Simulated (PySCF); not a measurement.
SMILES C(C)(C)(C[SiH2]S)C, singlet at its GFN2-xTB optimised geometry (Å):

```
21

C      1.3874     0.7248     0.0000
C     -0.1410     0.7248     0.0000
C     -0.6516     0.0254     1.2594
C     -0.6402     2.1745     0.0000
C     -0.6803     0.0257    -1.2556
Si    -0.1040    -1.7567    -1.5662
S     -1.2390    -2.5326    -3.2305
H      1.7737    -0.2852     0.1127
H      1.7721     1.1391    -0.9294
H      1.7653     1.3268     0.8235
H     -1.7389    -0.0097     1.2653
H     -0.2740    -0.9922     1.3178
H     -0.3233     0.5606     2.1480
H     -0.2992     2.6964     0.8917
H     -1.7278     2.2068    -0.0180
H     -0.2672     2.7104    -0.8708
H     -1.7737     0.0371    -1.2132
H     -0.4076     0.6309    -2.1265
H     -0.4260    -2.7104    -0.5144
H      1.3034    -1.8371    -1.9546
H     -1.0249    -1.5211    -4.0574
```

Level of theory: CAM-B3LYP/def2-SVP (PySCF 2.14.0). Cells within 0.4 Å of a nucleus heavier than hydrogen are left out (blank, or x).

Map of the log10 of the electron density (e/bohr³), floored at −4 on the plane z = 0.0 Å:

```
|0000000000000000000000000|
|0000000000000000000000000|
|0000000011222100000000000|
|0000001233444320000000000|
|0000013455666531000000000|
|0000024677887642210000000|
|0000135799xx8643332100000|
|0000136899xx8755554210000|
|0000135788999777775310000|
|0000024567899889986420000|
|00000134568xx99xx86420000|
|000002345689x99x986420000|
|0000023456788889986420000|
|0000013455676668986420000|
|0000012344555556765310000|
|0000001234555444543200000|
|0000000234555543322000000|
|0000000235666543210000000|
|0000000235777543100000000|
|0000000135676542100000000|
|0000000124565431000000000|
|0000000013444320000000000|
|0000000001222100000000000|
|0000000000000000000000000|
|0000000000000000000000000|
```
Scale: ten equal steps from -4.00 (start of '0') to -0.523 (end of '9'), in the order '0123456789'; x runs from -5.00 to 5.00, y from -5.00 (bottom) to 5.00 (top).
